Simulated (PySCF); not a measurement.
F2Zn (SMILES [F][Zn][F]), singlet, at a GFN2-xTB geometry (such geometries of metal compounds can be far from the true shape); MN15/6-31G in PySCF.

Input for PySCF:
```python
from pyscf import gto, scf, dft

mol = gto.Mole()
mol.atom = '''
    Zn    0.11178456    0.21961568    0.22606771
    F    -0.39394830    0.70092960   -1.31061117
    F     0.02133311   -1.43298187    0.55705213
'''
mol.basis = '6-31g'
mol.verbose = 4
mol.build()

mf = dft.RKS(mol)
mf.xc = 'mn15'
mf.grids.level = 0
mf.kernel()
mf.analyze()
```

What the program printed (banner, timings and long lists left out):

```
PySCF version 2.14.0

[INPUT] verbose = 4
[INPUT] num. atoms = 3
[INPUT] num. electrons = 48
[INPUT] charge = 0
[INPUT] spin (= nelec alpha-beta = 2S) = 0
[INPUT] symmetry False subgroup None
[INPUT] Mole.unit = angstrom
[INPUT] Symbol           X                Y                Z      unit          X                Y                Z       unit  Magmom
[...]
nuclear repulsion = 184.257976013886
number of shells = 21
number of NR pGTOs = 134
number of NR cGTOs = 45
basis = 6-31g
ecp = {}

******** <class 'pyscf.dft.rks.RKS'> ********
method = RKS
initial guess = minao
damping factor = 0
level_shift factor = 0
DIIS = <class 'pyscf.scf.diis.CDIIS'>
diis_start_cycle = 1
diis_space = 8
diis_damp = 0
SCF conv_tol = 1e-09
SCF conv_tol_grad = None
SCF max_cycles = 50
direct_scf = True
direct_scf_tol = 1e-13
XC library pyscf.dft.libxc version 7.1.2
    S. Lehtola, C. Steigemann, M. J. T. Oliveira, and M. A. L. Marques,  SoftwareX 7, 1–5 (2018)
XC functionals = mn15
    H. S. Yu, X. He, S. L. Li, and D. G. Truhlar,  Chem. Sci. 7, 5032–5051 (2016)
    H. S. Yu, X. He, S. L. Li, and D. G. Truhlar,  Chem. Sci. 7, 5032–5051 (2016)
radial grids:
    Treutler-Ahlrichs [JCP 102, 346 (1995); DOI:10.1063/1.469408] (M4) radial grids

becke partition: Becke, JCP 88, 2547 (1988); DOI:10.1063/1.454033
pruning grids: <function nwchem_prune>
grids dens level: 0
symmetrized grids: False
atomic radii adjust function: <function treutler_atomic_radii_adjust>
small_rho_cutoff = 0
Set gradient conv threshold to 3.16228e-05
Initial guess from minao.
tot grids = 4600
init E= -1978.54367057271
[...]
cycle= 1 E= -1978.6719198066  delta_E= -0.128  |g|= 1.04  |ddm|= 1.62
[...]
cycle= 2 E= -1978.26329186389  delta_E= 0.409  |g|= 1.91  |ddm|= 1.84
[...]
cycle= 3 E= -1978.86181930651  delta_E= -0.599  |g|= 0.0423  |ddm|= 1.16
[...]
cycle= 4 E= -1978.86256702839  delta_E= -0.000748  |g|= 0.0186  |ddm|= 0.0829
[...]
cycle= 5 E= -1978.86261141787  delta_E= -4.44e-05  |g|= 0.0131  |ddm|= 0.0149
[...]
cycle= 6 E= -1978.86263289215  delta_E= -2.15e-05  |g|= 0.00165  |ddm|= 0.00654
[...]
cycle= 7 E= -1978.8626338601  delta_E= -9.68e-07  |g|= 0.000367  |ddm|= 0.00273
[...]
cycle= 8 E= -1978.86263388959  delta_E= -2.95e-08  |g|= 0.000323  |ddm|= 0.000546
[...]
cycle= 9 E= -1978.86263391043  delta_E= -2.08e-08  |g|= 1.64e-05  |ddm|= 0.000287
[...]
cycle= 10 E= -1978.8626339106  delta_E= -1.76e-10  |g|= 2.69e-06  |ddm|= 3.63e-05
[...]
Extra cycle  E= -1978.8626339106  delta_E= 5.46e-12  |g|= 3.6e-06  |ddm|= 5.45e-06
converged SCF energy = -1978.8626339106
**** SCF Summaries ****
Total Energy =                       -1978.862633910599243
Nuclear Repulsion Energy =             184.257976013886349
One-electron Energy =                -3129.373068613699161
Two-electron Energy =                  966.252458689213654
Two-electron Coulomb Energy =         1058.677640021380512
DFT Exchange-Correlation Energy =      -92.425181332166886
HOMO-LUMO gap [eV] =                     7.523795667273679
**** MO energy ****
[...]
 ** Mulliken pop on meta-lowdin orthogonal AOs  **
 ** Mulliken pop  **
 ** Mulliken atomic charges  **
charge of    0Zn =      1.35835
charge of    1F =     -0.67912
charge of    2F =     -0.67923
Dipole moment(X, Y, Z, Debye):  1.57794,  3.09860,  3.18950
```
